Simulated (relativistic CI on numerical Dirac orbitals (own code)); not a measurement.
# Ligand-field terms of d6

Computed with a parametric ligand-field model of a d^n configuration (Racah B and C, spin-orbit zeta, crystal field), exact diagonalisation.

Field parameters in Wybourne normalisation: D3d B²₀ = −7Dσ, B⁴₀ = −14Dq − 21Dτ, B⁴₃ = −14√(10/7) Dq; D4h B²₀ = −7Ds, B⁴₀ = 21(Dq − Dt), B⁴₄ = 21√(5/14) Dq; Oh B⁴₀ = 21Dq, B⁴₄ = √(5/14) B⁴₀; Td as Oh with Dq negative (B⁴₀ = 21Dq, B⁴₄ = √(5/14) B⁴₀). The field is a parameter set, without covalency.

(1) Ground term and bands for B = 920, C = 3830, ζ = 0 cm⁻¹, Oh, 10Dq = 7000 cm⁻¹?

(2) Ground term and bands for B = 560, C = 2080, ζ = 0 cm⁻¹, D4h, 10Dq = 17400, Ds = 3000, Dt = 580 cm⁻¹?

(3) Ground term and bands for B = 340, C = 1570, ζ = 0 cm⁻¹, D4h, 10Dq = 23650, Ds = -1500, Dt = 590 cm⁻¹?

(4) Ground term and bands for B = 350, C = 1810, ζ = 0 cm⁻¹, Td, 10Dq = -2200 cm⁻¹?

(5) Ground term and bands for B = 890, C = 3850, ζ = 0 cm⁻¹, D3d, 10Dq = 23200, Dσ = 840, Dτ = -180 cm⁻¹?

Results:

(1) Ground term 5T2 with 2.00 electrons in the two orbitals of the cubic e set. Spin-allowed: 5E 7000 cm⁻¹ (1429 nm). Lowest spin-forbidden: 3T1 14234 cm⁻¹ (703 nm), 3T2 17169 cm⁻¹ (582 nm), 1A1 17431 cm⁻¹ (574 nm).

(2) Ground term 1A1 with 0.07 electrons in the two orbitals of the cubic e set. Spin-allowed: 1E 8905 cm⁻¹ (1123 nm), 1B2 9420 cm⁻¹ (1062 nm), 1A2 16195 cm⁻¹ (617 nm), 1B1 18143 cm⁻¹ (551 nm). Lowest spin-forbidden: 3B2 1080 cm⁻¹, 3E 3520 cm⁻¹ (2841 nm), 5E 7992 cm⁻¹ (1251 nm).

(3) Ground term 1A1 with 0.02 electrons in the two orbitals of the cubic e set. Spin-allowed: 1E 16894 cm⁻¹ (592 nm), 1E 21240 cm⁻¹ (471 nm), 1A2 22462 cm⁻¹ (445 nm), 1B2 29710 cm⁻¹ (337 nm). Lowest spin-forbidden: 3E 13163 cm⁻¹ (760 nm), 3E 15925 cm⁻¹ (628 nm), 3A2 19073 cm⁻¹ (524 nm).

(4) Ground term 5E with 3.00 electrons in the two orbitals of the cubic e set. Spin-allowed: 5T2 2200 cm⁻¹. Lowest spin-forbidden: 3T1 7561 cm⁻¹ (1323 nm), 3E 8871 cm⁻¹ (1127 nm), 3T1 9495 cm⁻¹ (1053 nm).

(5) Ground term 1A1 with 0.06 electrons in the two orbitals of the cubic e set. Spin-allowed: 1A2 20014 cm⁻¹ (500 nm), 1E 20382 cm⁻¹ (491 nm), 1E 30674 cm⁻¹ (326 nm), 1A1 32184 cm⁻¹ (311 nm). Lowest spin-forbidden: 5A1 11488 cm⁻¹ (870 nm), 3A2 11705 cm⁻¹ (854 nm), 3E 12008 cm⁻¹ (833 nm).
